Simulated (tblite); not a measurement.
C₅H₉F₂NSi₂.
Structure used (GFN2-xTB), in Å, numbered top down from 1:
```xyz
19
C5H9F2NSi2 angstrom
F     -3.203    2.087   -0.988
C     -3.149    0.785   -0.618
F     -4.069    0.638    0.377
C     -1.780    0.378   -0.156
C     -0.714    1.182   -0.105
Si     0.751    0.203    0.574
N      2.056    0.168   -0.557
Si     3.644   -0.499   -0.335
C     -0.354   -1.331    0.669
C     -1.585   -1.010    0.263
H     -3.504    0.183   -1.474
H     -0.769    2.218   -0.387
H      1.234    0.654    1.876
H      1.794    0.344   -1.514
H      3.591   -1.952   -0.143
H      4.374   -0.164   -1.556
H      4.208    0.139    0.852
H     -0.109   -2.326    1.001
H     -2.425   -1.689    0.228
```

All values are computed: GFN2-xTB (tblite) harmonic vibrations without scaling, gas phase. Against measured fundamentals such values can be off by several per cent, at times by over 20. Modes of hydrogen on silicon can be 10 to 20 % off. One conformer, not necessarily the lowest.

Harmonic wavenumbers (cm⁻¹): 25.8, 30.6, 50.6, 67.8, 134.0, 150.3, 157.4, 197.3, 293.3, 320.3, 325.9, 397.2, 464.4, 495.0, 538.7, 561.6, 567.5, 583.7, 641.6, 670.1, 711.2, 754.0, 773.7, 785.3, 793.8, 798.5, 816.3, 820.8, 908.9, 915.3, 986.3, 1012.5, 1040.5, 1116.3, 1125.9, 1189.7, 1209.8, 1259.2, 1279.6, 1332.3, 1577.5, 1642.5, 2221.2, 2260.1, 2269.5, 2285.1, 2848.7, 3062.9, 3102.7, 3120.7, 3467.9.

A = 2842, B = 394.7, C = 363.8 MHz; mass 177.024 u (most abundant isotopes); point group C1, symmetry number 1.

What is the zero-point energy?

Half the sum of the wavenumbers: 27081 cm⁻¹ = 323.96 kJ/mol.

Entropy at 200 K, 1 bar (ideal gas, RRHO, classical rotation)?

Translation 165.11, rotation 124.91, vibration 124.81: S = 414.8 J/(mol K).

And Cp and H(200 K) − H(0)?

Cp = 147.37 J/(mol K), of which vibrations give 114.11 (their classical limit is 51 R = 424.0); H(200 K) − H(0) = 18.84 kJ/mol without the zero-point energy, 12.19 from vibrations.

How do the functions run with temperature in this model?

```json
{"T (K)": "50", "S (J/(mol K))": "276.6", "Cp (J/(mol K))": "70.0", "H − H(0) (kJ/mol)": "2.61", "G − H(0) (kJ/mol)": "-11.22", "ln q(vib)": "1.65"}
{"T (K)": "100", "S (J/(mol K))": "333.2", "Cp (J/(mol K))": "95.5", "H − H(0) (kJ/mol)": "6.77", "G − H(0) (kJ/mol)": "-26.55", "ln q(vib)": "3.83"}
{"T (K)": "298.15", "S (J/(mol K))": "483.6", "Cp (J/(mol K))": "199.8", "H − H(0) (kJ/mol)": "35.92", "G − H(0) (kJ/mol)": "-108.27", "ln q(vib)": "11.20"}
{"T (K)": "373.15", "S (J/(mol K))": "532.3", "Cp (J/(mol K))": "234.2", "H − H(0) (kJ/mol)": "52.24", "G − H(0) (kJ/mol)": "-146.39", "ln q(vib)": "13.81"}
{"T (K)": "500", "S (J/(mol K))": "607.5", "Cp (J/(mol K))": "279.4", "H − H(0) (kJ/mol)": "84.97", "G − H(0) (kJ/mol)": "-218.77", "ln q(vib)": "18.08"}
{"T (K)": "750", "S (J/(mol K))": "732.6", "Cp (J/(mol K))": "336.5", "H − H(0) (kJ/mol)": "162.61", "G − H(0) (kJ/mol)": "-386.85", "ln q(vib)": "25.87"}
{"T (K)": "1000", "S (J/(mol K))": "834.5", "Cp (J/(mol K))": "371.1", "H − H(0) (kJ/mol)": "251.39", "G − H(0) (kJ/mol)": "-583.15", "ln q(vib)": "32.82"}
```

q(vib) and H(0) count from the zero-point level.

Blend soft modes into free rotors: weight 1/[1 + (100 cm⁻¹/ν̃)⁴] for the oscillator and the rest for a rotor with moment μB/(μ + B), μ = h/(8π²ν), B = 10⁻⁴⁴ kg m². What vibrational entropy results?

107.71 J/(mol K) in place of 124.81, which changes −T·S at 200 K by +3.42 kJ/mol.

What must be added to the electronic energy to get the Gibbs energy at 200 K and 1 bar?

ZPE + [H(200 K) − H(0)] − T·S = 323.96 + 18.84 − 82.97 = 259.83 kJ/mol.

Which modes carry the vibrational entropy at 200 K?

25.8 cm⁻¹: 22.33; 30.6 cm⁻¹: 20.92; 50.6 cm⁻¹: 16.76; 67.8 cm⁻¹: 14.37; 134.0 cm⁻¹: 8.93; 150.3 cm⁻¹: 8.06 J/(mol K); the other 45 give 33.44 together.

Hindered rotation and anharmonicity are outside this model. Other conformers, if any are populated, would add a mixing term that is left out. The structure is chiral; the term R ln 2 for an equal mix with its mirror image is left out.
